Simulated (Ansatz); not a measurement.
Job for Ansatz (a first-principles code): R-r2SCAN/def2-TZVPP on CH4Cd (SMILES [CH3][CdH]), atoms moved off the minimum. Elements past Kr take the def2 small-core potentials; no spin–orbit coupling.

Ansatz 0.2 input:
```yaml
crystal:
  periodic: [false, false, false]
  atoms:
    - {symbol: Cd, position_ang: [-0.30188862, -0.16926533, -0.04835064]}
    - {symbol: H, position_ang: [-1.72888874, -0.94661774, -0.26645455]}
    - {symbol: C, position_ang: [1.55941283, 0.85454857, 0.26688168]}
    - {symbol: H, position_ang: [2.03414868, 0.55768930, 1.18157182]}
    - {symbol: H, position_ang: [1.44664258, 1.94125689, 0.21263838]}
    - {symbol: H, position_ang: [2.29496384, 0.58399576, -0.59873320]}
basis:
  gaussian:
    orbitals: def2-TZVPP
hamiltonian:
  xc: {name: r2SCAN}
scf: {lower_state_search: off}
output: {forces: true}
```

The log:

```
WARN ansatz: RAYON_NUM_THREADS=1 ignored (pool sized by the plan → 1); use --threads N
Functional definition: r2SCAN
these checks for a lower state are left out or cut short: stability, starts, cluster_reference, orbital_swaps, neighbouring_geometries, increment
integrals: 0.04 GiB planned
798 factors; their error is unknown
mean field: 0.41 GiB planned
mean field evaluation 1: about -5658.7685 eV, gradient 6.2e1 eV
mean field evaluation 2: about -5640.8988 eV, gradient 9.3e1 eV
mean field evaluation 4: about -5667.8969 eV, gradient 6.0e0 eV
mean field evaluation 8: about -5667.9547 eV, gradient 1.7e-1 eV
mean field evaluation 16: about -5667.9448 eV, gradient 1.5e-4 eV
mean field -5667.94477835 eV, -208.2931287334 hartree, gradient 4.8e-6 eV, S^2 0.000000; 0 other end points of the search recorded, 0 dependent functions left out
the calculation of the forces begins
reference -5667.94479102 eV, -208.2931291990 hartree; 15, 15 occupied and 128, 128 virtual orbitals, 798 factors
Total energy: -5667.94479102 eV, -208.2931291990 hartree
Atom 0 at    -0.301889    -0.169265    -0.048351 Å, force     0.693558     0.420793     0.175331 eV/Å
Atom 1 at    -1.728889    -0.946618    -0.266455 Å, force    -0.282656    -0.167695    -0.071352 eV/Å
Atom 2 at     1.559413     0.854549     0.266882 Å, force     0.670298    -0.432308    -2.297147 eV/Å
Atom 3 at     2.034149     0.557689     1.181572 Å, force     0.213210    -0.054429     0.571022 eV/Å
Atom 4 at     1.446643     1.941257     0.212638 Å, force    -0.057530    -0.110386     0.202303 eV/Å
Atom 5 at     2.294964     0.583996    -0.598733 Å, force    -1.236879     0.344025     1.419843 eV/Å
Dipole moment:     0.053733     0.027585     0.004745 e Å
Checks for a lower state left out: stability, starts, cluster_reference, orbital_swaps, neighbouring_geometries, increment
```

Self-consistency was reached.

Cost: about 3 core-seconds (a rough figure).
